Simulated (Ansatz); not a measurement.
`CCC(Cl)CC(Cl)CC(Cl)CC(Cl)CC(C)Cl`, relaxed as a singlet with RKS r2SCAN-D4/def2-SVP in Ansatz, starting from the GFN2-xTB geometry. Force threshold 0.03 eV/Å.

Start:

```xyz
38

C     4.320    0.949   -2.304
C     4.085    0.241   -0.974
C     3.478   -1.145   -1.147
Cl    4.619   -2.186   -2.069
C     3.193   -1.870    0.169
C     2.180   -1.174    1.076
Cl    2.044   -2.155    2.577
C     0.793   -1.039    0.462
C    -0.165   -0.228    1.327
Cl    0.450    1.454    1.445
C    -1.568   -0.201    0.731
C    -2.573    0.571    1.577
Cl   -2.672   -0.187    3.202
C    -3.985    0.574    0.995
C    -4.104    1.251   -0.367
C    -5.542    1.288   -0.852
Cl   -3.480    2.933   -0.259
H     4.788    1.915   -2.134
H     4.972    0.358   -2.941
H     3.379    1.110   -2.826
H     3.400    0.839   -0.370
H     5.028    0.152   -0.432
H     2.583   -1.093   -1.772
H     4.133   -1.972    0.717
H     2.829   -2.876   -0.053
H     2.548   -0.198    1.399
H     0.882   -0.547   -0.508
H     0.368   -2.034    0.311
H    -0.185   -0.616    2.347
H    -1.913   -1.231    0.617
H    -1.514    0.265   -0.255
H    -2.225    1.593    1.741
H    -4.333   -0.457    0.896
H    -4.645    1.084    1.700
H    -3.475    0.751   -1.107
H    -6.176    1.810   -0.139
H    -5.912    0.272   -0.974
H    -5.607    1.799   -1.809
```

```tsv
step	energy (eV)	largest force component (eV/Å)	SCF passes
1	-75361.4357	0.821	21
2	-75361.5350	0.332	19
3	-75361.5552	0.192	19
4	-75361.5633	0.023	19
5	-75361.5650	0.044	19
6	-75361.5662	0.053	19
7	-75361.5671	0.038	20
8	-75361.5679	0.017	19
9	-75361.5681	0.021	19
```

Force components are those of the run's own axes.

End:

```xyz
38

C     4.201    1.031   -2.250
C     3.923    0.267   -0.962
C     3.454   -1.166   -1.165
Cl    4.696   -2.111   -2.112
C     3.195   -1.939    0.128
C     2.204   -1.260    1.068
Cl    2.062   -2.277    2.574
C     0.818   -1.054    0.476
C    -0.128   -0.244    1.347
Cl    0.551    1.443    1.543
C    -1.529   -0.159    0.763
C    -2.539    0.613    1.596
Cl   -2.655   -0.117    3.262
C    -3.946    0.640    1.009
C    -4.056    1.159   -0.418
C    -5.493    1.290   -0.881
Cl   -3.232    2.785   -0.556
H     4.479    2.073   -2.033
H     5.020    0.566   -2.817
H     3.311    1.050   -2.900
H     3.132    0.790   -0.394
H     4.818    0.257   -0.314
H     2.563   -1.179   -1.815
H     4.152   -2.066    0.660
H     2.832   -2.950   -0.119
H     2.599   -0.299    1.428
H     0.915   -0.547   -0.500
H     0.361   -2.043    0.286
H    -0.161   -0.656    2.366
H    -1.894   -1.191    0.609
H    -1.466    0.330   -0.226
H    -2.174    1.638    1.756
H    -4.358   -0.386    1.021
H    -4.588    1.248    1.668
H    -3.494    0.512   -1.110
H    -6.048    1.984   -0.231
H    -5.986    0.305   -0.841
H    -5.541    1.663   -1.913
```

By distances, no bond broke or formed. The bond that changes most is C9–Cl10, from 1.79 to 1.83 Å (atoms count from 1).

The force fell under the threshold at step 4, but the optimiser went on and released 0.005 eV more. No frequencies were taken in this run, so the end may be a saddle point.

Hardware: 2 threads of AMD EPYC 7R13 on a shared host and a share (18 GiB) of an NVIDIA H100 80GB HBM3. Wall time 40 s.
